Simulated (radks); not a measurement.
The numbers below are computed, except where a source is named.
Question: Ionisation of Ce+, [Xe] 4f1 5d2, to Ce2+, [Xe] 4f2, under several functionals. Scalar-relativistic Kohn-Sham, spin-polarised, spherical densities, point nucleus; open shells are filled with parallel spins first (spin-orbit coupling, left out, can overturn this in heavy ions); a radial shooting solver on a logarithmic mesh with Libxc functionals. Known Delta-SCF values: exchange-only PBE 9.542 eV; B86b exchange with PBE correlation 9.834 eV; OLYP 9.244 eV. What does HCTH/407 give, and what is its highest occupied eigenvalue?

Answer: 8.970 eV by Delta-SCF; the 5d eigenvalue is -7.655 eV. NIST: 10.96 eV (semi-empirical).
